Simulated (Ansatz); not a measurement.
I4Ti, SMILES `[I][Ti]([I])([I])[I]` at its PBE0-D4/def2-TZVP geometry, where that method's forces vanish. Total charge 0; spin multiplicity 1. I takes the def2 core potential.

```xyz
5

I     2.4628    0.0060   -0.5637
Ti    0.0000    0.0000    0.0000
I    -1.2909    1.1319   -1.8535
I    -0.8009   -2.3831    0.2504
I    -0.3710    1.2451    2.1669
```

(1) What forces (eV/Å) does B3LYP-D4/def2-TZVPP give on these atoms in Ansatz 0.2.0? (Best estimate.)

## Answers

(1) Computed: 
```
I1   0.278  0.001 -0.064
Ti2  0.000  0.000  0.000
I3  -0.146  0.128 -0.209
I4  -0.090 -0.269  0.028
I5  -0.042  0.141  0.245
```

B3LYP here is the variant with VWN-RPA as its local correlation; programs differ in this.
